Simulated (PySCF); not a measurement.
Ligands exchanged one at a time, B I-H. Isolated molecules, 0 K electronic values unless said otherwise. Strings in code marks are SMILES.

The numbers are results of PBE-D3(BJ)/def2-TZVP // CAM-B3LYP-D3(BJ)/def2-TZVP run with PySCF 2.14.0, not measurements. 

```csv
species,S1 oscillator strength,HOMO (eV),HOMO–LUMO gap (eV)
0 of 3 I replaced by H (`IB(I)I`),0.000,(withheld),(withheld)
1 of 3 I replaced by H (`IBI`),0.000,-6.52,3.35
2 of 3 I replaced by H,0.000,-6.45,3.32
3 of 3 I replaced by H,–,-8.48,5.44
```

Problem. Fill in the missing entries.

Solution. 
- 0 of 3 I replaced by H (`IB(I)I`), HOMO (eV): -6.25
- 0 of 3 I replaced by H (`IB(I)I`), HOMO–LUMO gap (eV): 3.02
